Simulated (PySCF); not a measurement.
C2H4NO, SMILES O=C([CH2])N, multiplicity 2. Atoms are numbered in the order given.

```xyz
8

C      1.1183    -0.7753     0.3923
C      0.0337     0.1250    -0.0025
N     -1.1739    -0.4798    -0.2939
O      0.1869     1.3510    -0.0753
H      2.0887    -0.3176     0.6269
H      1.0040    -1.8687     0.4616
H     -1.9551     0.1210    -0.5550
H     -1.3282    -1.4826    -0.2132
```
Charge 0, spin multiplicity 2.

The structure is a stationary point at PBE-D3(BJ)/def2-SVP. The isomer is the one that the SMILES or the coordinates give; other isomers of the formula were not compared. The values are those of a single conformer.

Two levels are set side by side: PBE/pcH-1 (PySCF) and PBE0/pcH-1 (PySCF). Contact hyperfine couplings, same geometry. Differences are taken from unrounded values.

```tsv
quantity	PBE0	PBE	PBE minus PBE0
A(iso) of 13C, atom C1 (MHz)	86.5	72.0	-14.5
A(iso) of 13C, atom C2 (MHz)	-45.3	-36.4	9.0
A(iso) of 14N, atom N3 (MHz)	-0.1	-0.4	-0.3
A(iso) of 17O, atom O4 (MHz)	-9.7	-4.5	5.3
A(iso) of 1H, atom H5 (MHz)	-67.0	-58.0	9.0
A(iso) of 1H, atom H6 (MHz)	-65.5	-56.2	9.3
A(iso) of 1H, atom H7 (MHz)	-5.1	-5.5	-0.4
A(iso) of 1H, atom H8 (MHz)	-3.0	-3.6	-0.6
```

Rough cost on one machine, each run with all the roots and properties that it gave: PBE0 against PBE within a factor of 2.
